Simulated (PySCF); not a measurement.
CH5AlOSe, SMILES [OH][Al]([CH3])[SeH]. Atoms are numbered in the order given.

```xyz
9

Al    -0.8122     0.4977     0.2217
C     -2.5414    -0.3637     0.0661
H     -2.4723    -1.3935    -0.3158
H     -3.1963     0.2096    -0.6103
H     -3.0422    -0.3968     1.0476
O     -0.7474     2.1157     0.7480
H      0.0213     2.6716     0.8761
Se     1.1314    -0.6698    -0.3021
H      2.0072     0.4702     0.0112
```
Charge 0, spin multiplicity 1.

Geometry: PBE0-D3(BJ)/def2-SVP. The structure was generated by enumeration; whether it is a known compound was not checked. One conformer was computed; it need not be the lowest.

Calculation: M06-2X/def2-TZVP (PySCF).

ESP charges are fitted to the potential on shells at 1.4 to 2.0 van der Waals radii. Atomic charges (e):

```tsv
atom	ESP fit	meta-Löwdin
Al1	0.75	0.92
C2	-0.47	-0.65
H3	___	0.13
H4	___	0.13
H5	___	0.13
O6	___	-0.79
H7	___	0.35
Se8	-0.39	-0.29
H9	0.13	0.07
```

Q: What belongs in the gaps? (An estimate is asked for; the answer gives what the named calculation found.)

A: 
- H3, ESP fit: 0.11
- H4, ESP fit: 0.11
- H5, ESP fit: 0.11
- O6, ESP fit: -0.75
- H7, ESP fit: 0.40
